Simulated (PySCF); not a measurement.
boron oxyfluoride (BFO), singlet, geometry from GFN2-xTB; WB97X/def2-SVP (PySCF).

Input for PySCF:
```python
from pyscf import gto, scf, dft

mol = gto.Mole()
mol.atom = '''
    F    -0.00000000   -0.00000000   -1.18925373
    B     0.00000000    0.00000000    0.09250195
    O     0.00000000    0.00000000    1.28009672
'''
mol.basis = 'def2-svp'
mol.verbose = 5
mol.build()

mf = dft.RKS(mol)
mf.xc = 'wb97x'
mf.grids.becke_scheme = dft.gen_grid.stratmann
mf.kernel()
```

Output, abridged:

```
PySCF version 2.14.0

[INPUT] verbose = 5
[INPUT] max_memory = 4000
[INPUT] num. atoms = 3
[INPUT] num. electrons = 22
[INPUT] charge = 0
[INPUT] spin (= nelec alpha-beta = 2S) = 0
[INPUT] symmetry False subgroup None
[INPUT] Mole.unit = angstrom
[INPUT] Symbol           X                Y                Z      unit          X                Y                Z       unit  Magmom
[...]
[INPUT] ---------------- BASIS SET ----------------
[INPUT] l, kappa, [nprim/nctr], expnt,             c_1 c_2 ...
[INPUT] O
[...]
                                340.87010191      -0.03989003923
                                77.363135167      -0.17853911985
                                21.47964494       -0.46427684959
                                6.6589433124      -0.44309745172
[...]
                                3.863550544       0.23094120765
                                1.0480920883      0.51375311064
[...]
[INPUT] F
[...]
                                435.4193912       -0.039904258866
                                98.843328866      -0.17912768038
                                27.485198001      -0.46758090825
                                8.5405498171      -0.4465313102
[...]
                                4.9872339257      -0.23754317067
                                1.3491613954      -0.51287353587
[...]
[INPUT] B
[...]
                                126.26464843      -0.041565520771
                                28.620600763      -0.18299816983
                                7.879372271       -0.46540391866
                                2.4088857172      -0.44173884791
[...]
                                1.2499157866      -0.19895775769
                                0.3387167635      -0.50850202618
[...]
nuclear repulsion = 51.8313640215795
number of shells = 18
number of NR pGTOs = 72
number of NR cGTOs = 42
basis = def2-svp
ecp = {}

******** <class 'pyscf.dft.rks.RKS'> ********
method = RKS
initial guess = minao
damping factor = 0
level_shift factor = 0
DIIS = <class 'pyscf.scf.diis.CDIIS'>
diis_start_cycle = 1
diis_space = 8
diis_damp = 0
SCF conv_tol = 1e-09
SCF conv_tol_grad = None
SCF max_cycles = 50
direct_scf = True
direct_scf_tol = 1e-13
XC library pyscf.dft.libxc version 7.1.2
    S. Lehtola, C. Steigemann, M. J. T. Oliveira, and M. A. L. Marques,  SoftwareX 7, 1–5 (2018)
XC functionals = wb97x
    J.-D. Chai and M. Head-Gordon,  J. Chem. Phys. 128, 084106 (2008)
radial grids:
    Treutler-Ahlrichs [JCP 102, 346 (1995); DOI:10.1063/1.469408] (M4) radial grids

becke partition: Stratmann, Scuseria, Frisch. CPL, 257, 213 (1996); DOI:10.1016/0009-2614(96)00600-8
pruning grids: <function nwchem_prune>
grids dens level: 3
symmetrized grids: False
atomic radii adjust function: <function treutler_atomic_radii_adjust>
small_rho_cutoff = 0
Set gradient conv threshold to 3.16228e-05
Initial guess from minao.
atom F rad-grids = 75, ang-grids = [ 50  50  50  50  50  50  50  50  50  50  50  50  50  50  50  50  50  50
  50  50  50  50  86  86  86  86  86  86  86  86  86 266 266 266 266 266
 266 302 302 302 302 302 302 302 302 302 302 302 302 302 302 302 302 302
 302 302 266 266 266 266 266 266 266 266 266 266 266 266 266 266 266 266
 266 266 266]
atom B rad-grids = 75, ang-grids = [ 50  50  50  50  50  50  50  50  50  50  50  50  50  50  50  50  50  50
  50  50  50  50  50  86  86  86  86  86  86  86  86  86 266 266 266 266
 266 266 266 302 302 302 302 302 302 302 302 302 302 302 302 302 302 302
 302 302 302 302 266 266 266 266 266 266 266 266 266 266 266 266 266 266
 266 266 266]
atom O rad-grids = 75, ang-grids = [ 50  50  50  50  50  50  50  50  50  50  50  50  50  50  50  50  50  50
  50  50  50  50  50  86  86  86  86  86  86  86  86  86 266 266 266 266
 266 266 266 302 302 302 302 302 302 302 302 302 302 302 302 302 302 302
 302 302 302 302 302 266 266 266 266 266 266 266 266 266 266 266 266 266
 266 266 266]
tot_boxes 1053, boxes in each direction [ 7  7 11]
Padding 2 grids
tot grids = 42392
nelec by numeric integration = 21.976248006125182
E1 = -376.34359729594223  E2 = 124.47930624302727  Ecoul = 147.314449397252  Exc = -22.835143154224724
init E= -200.032927031335
cond(S) = 247.57390489259805
[...]
  mo_energy =
[-2.49325640e+01 -1.94505073e+01 -6.94536402e+00 -1.53665829e+00
 -1.35857483e+00 -7.43151495e-01 -6.42616812e-01 -6.42616812e-01
 -6.09518219e-01 -5.21449414e-01 -5.21449414e-01 -1.50605888e-02
  7.76091372e-02  7.76091372e-02  2.67200198e-01  3.60980459e-01
  3.60980459e-01  3.95397877e-01  8.61014351e-01  9.57754051e-01
  9.77294508e-01  9.77294508e-01  1.08222552e+00  1.08222738e+00
  1.16629007e+00  1.23659220e+00  1.23659220e+00  1.27542591e+00
  1.34685007e+00  1.34685007e+00  1.62808611e+00  2.38820936e+00
  2.60782597e+00  2.60783669e+00  2.89941707e+00  2.89941707e+00
  3.06632297e+00  3.06635324e+00  3.51456702e+00  3.60589505e+00
  3.60589505e+00  4.03167597e+00]
nelec by numeric integration = 21.999997874726198
E1 = -380.10275189681767  E2 = 128.63788688000557  Ecoul = 152.13809884525435  Exc = -23.500211965248766
cycle= 1 E= -199.633500995233  delta_E= 0.399  |g|= 0.877  |ddm|= 2.15
[...]
  mo_energy =
[-24.72405463 -18.67554544  -7.12997129  -1.41193077  -0.95910495
  -0.72149877  -0.64241845  -0.64241845  -0.33335278  -0.32588376
  -0.32588376   0.08207613   0.17690566   0.17690566   0.31983244
   0.34251693   0.34251693   0.42741227   0.9913098    1.03448825
   1.03448872   1.11147572   1.20379668   1.20379668   1.27333742
   1.27333742   1.28932541   1.45501641   1.45501641   1.46653288
   1.67591593   2.50962236   2.98095896   2.98096532   3.12528605
   3.12531471   3.14546306   3.14546306   3.75439778   3.75439778
   3.82777914   4.10196593]
nelec by numeric integration = 21.999996276395837
E1 = -375.3930323416029  E2 = 124.02894941220076  Ecoul = 146.67627642184362  Exc = -22.647327009642865
cycle= 2 E= -199.532718907823  delta_E= 0.101  |g|=  1.2  |ddm|= 1.32
[...]
  mo_energy =
[...]
   3.6834976    4.08064148]
nelec by numeric integration = 21.999997224665417
E1 = -378.275641756557  E2 = 126.64678868335693  Ecoul = 149.76292117190272  Exc = -23.116132488545794
cycle= 4 E= -199.797489051621  delta_E= -0.00156  |g|= 0.0452  |ddm|= 0.0768
[...]
  mo_energy =
[-24.82256189 -19.20080967  -6.94625414  -1.39243848  -1.10871458
  -0.71971828  -0.6387317   -0.6387317   -0.5331302   -0.465806
  -0.465806     0.09333439   0.15790505   0.15790505   0.3041871
   0.38144564   0.38144564   0.45956632   0.95954108   1.04316919
   1.0888143    1.0888143    1.09498544   1.09498759   1.24398583
   1.28285169   1.28285169   1.36047481   1.39993261   1.39993261
   1.66264458   2.47045945   2.77666506   2.77667244   3.03419848
   3.03419848   3.12163734   3.12166637   3.67507365   3.69013826
   3.69013826   4.09028261]
nelec by numeric integration = 21.9999972646579
E1 = -378.19204691797756  E2 = 126.56281645293703  Ecoul = 149.66581366619224  Exc = -23.102997213255207
cycle= 5 E= -199.797866443461  delta_E= -0.000377  |g|= 0.00626  |ddm|= 0.0314
[...]
  mo_energy =
[-24.82476587 -19.20279561  -6.94704487  -1.39290717  -1.110373
  -0.71967448  -0.63901246  -0.63901246  -0.53436747  -0.46692275
  -0.46692275   0.09293689   0.15738829   0.15738829   0.30398437
   0.38099128   0.38099128   0.45919913   0.95879887   1.04255577
   1.08784422   1.08784422   1.09450066   1.09450279   1.24365728
   1.282324     1.282324     1.35985706   1.3995823    1.3995823
   1.66258874   2.46949493   2.77490838   2.77491578   3.03329614
   3.03329614   3.12154463   3.12157357   3.67395707   3.68972974
   3.68972974   4.09020244]
nelec by numeric integration = 21.999997264972528
E1 = -378.2089805500244  E2 = 126.57973186022653  Ecoul = 149.68488477104708  Exc = -23.105152910820543
cycle= 6 E= -199.797884668218  delta_E= -1.82e-05  |g|= 0.00145  |ddm|= 0.0102
[...]
  mo_energy =
[-24.82434373 -19.20259082  -6.94663654  -1.3925501   -1.11024229
  -0.71943215  -0.63872881  -0.63872881  -0.53444746  -0.46676586
  -0.46676586   0.09302963   0.15743773   0.15743773   0.30397005
   0.38112312   0.38112312   0.45941639   0.95883518   1.0427272
   1.08780984   1.08780984   1.09469668   1.09469878   1.24376141
   1.28253493   1.28253493   1.3598371    1.39973775   1.39973775
   1.66276868   2.46980172   2.77475369   2.77476111   3.03335773
   3.03335773   3.12178969   3.12181863   3.67400653   3.68988872
   3.68988872   4.09046097]
nelec by numeric integration = 21.999997265363227
E1 = -378.2068370313823  E2 = 126.57758698179606  Ecoul = 149.68251855387402  Exc = -23.10493157207796
cycle= 7 E= -199.797886028007  delta_E= -1.36e-06  |g|= 0.000277  |ddm|= 0.00365
[...]
  mo_energy =
[-24.82451241 -19.20277598  -6.94690849  -1.3926874   -1.11031519
  -0.71956134  -0.63885134  -0.63885134  -0.53450818  -0.46683384
  -0.46683384   0.09295938   0.15736751   0.15736751   0.30394395
   0.38103298   0.38103298   0.45930867   0.95878818   1.04262463
   1.08776809   1.08776809   1.09459021   1.09459233   1.24368277
   1.28243375   1.28243375   1.35978783   1.3996473    1.3996473
   1.66267827   2.46967375   2.7747044    2.77471181   3.03327959
   3.03327959   3.12167026   3.1216992    3.67394421   3.68978838
   3.68978838   4.09033529]
nelec by numeric integration = 21.999997265187883
E1 = -378.2073726201671  E2 = 126.57812251611432  Ecoul = 149.68310018382635  Exc = -23.104977667712035
cycle= 8 E= -199.797886082473  delta_E= -5.45e-08  |g|= 4.76e-05  |ddm|= 0.000667
[...]
  mo_energy =
[-24.82450492 -19.20276022  -6.94686331  -1.39268471  -1.11029988
  -0.71955671  -0.63884963  -0.63884963  -0.53450334  -0.46682761
  -0.46682761   0.09296505   0.15737699   0.15737699   0.3039446
   0.38104225   0.38104225   0.45931912   0.95879719   1.04263479
   1.0877708    1.0877708    1.0946035    1.09460562   1.24368787
   1.28244172   1.28244172   1.35979142   1.39965219   1.39965219
   1.66268041   2.46968795   2.77470928   2.77471669   3.03328636
   3.03328636   3.12167076   3.12169969   3.67395632   3.68979315
   3.68979315   4.09033989]
nelec by numeric integration = 21.999997265155272
E1 = -378.20732860089794  E2 = 126.57807849498018  Ecoul = 149.68305175436228  Exc = -23.104973259382106
cycle= 9 E= -199.797886084338  delta_E= -1.86e-09  |g|= 9.03e-06  |ddm|= 0.000142
[...]
  mo_energy =
[-24.82450435 -19.20276189  -6.94686636  -1.39268431  -1.11030176
  -0.71955664  -0.63884942  -0.63884942  -0.5345045   -0.46682909
  -0.46682909   0.09296437   0.15737623   0.15737623   0.30394424
   0.38104118   0.38104118   0.45931819   0.95879609   1.04263362
   1.08777004   1.08777004   1.09460218   1.0946043    1.24368729
   1.28244112   1.28244112   1.35979099   1.39965162   1.39965162
   1.66268036   2.46968655   2.77470797   2.77471538   3.03328554
   3.03328554   3.12167147   3.12170041   3.67395504   3.68979276
   3.68979276   4.09033961]
nelec by numeric integration = 21.999997265149176
E1 = -378.20732526670923  E2 = 126.57807516073176  Ecoul = 149.6830478278864  Exc = -23.10497266715466
cycle= 10 E= -199.797886084398  delta_E= -5.97e-11  |g|= 1.56e-06  |ddm|= 2.77e-05
[...]
  mo_energy =
[-24.82450409 -19.20276196  -6.94686666  -1.39268436  -1.11030159
  -0.71955649  -0.63884936  -0.63884936  -0.5345046   -0.46682903
  -0.46682903   0.09296431   0.15737615   0.15737615   0.30394423
   0.38104109   0.38104109   0.45931808   0.95879598   1.04263354
   1.08777006   1.08777006   1.09460204   1.09460416   1.24368745
   1.28244106   1.28244106   1.35979094   1.39965165   1.39965165
   1.66268037   2.46968649   2.77470803   2.77471544   3.03328556
   3.03328556   3.12167162   3.12170056   3.67395503   3.68979279
   3.68979279   4.09033964]
nelec by numeric integration = 21.99999726514811
E1 = -378.2073231140939  E2 = 126.57807300811496  Ecoul = 149.68304540095343  Exc = -23.10497239283847
Extra cycle  E= -199.797886084399  delta_E= -1.51e-12  |g|= 5.25e-07  |ddm|= 2.91e-06
converged SCF energy = -199.797886084399
```
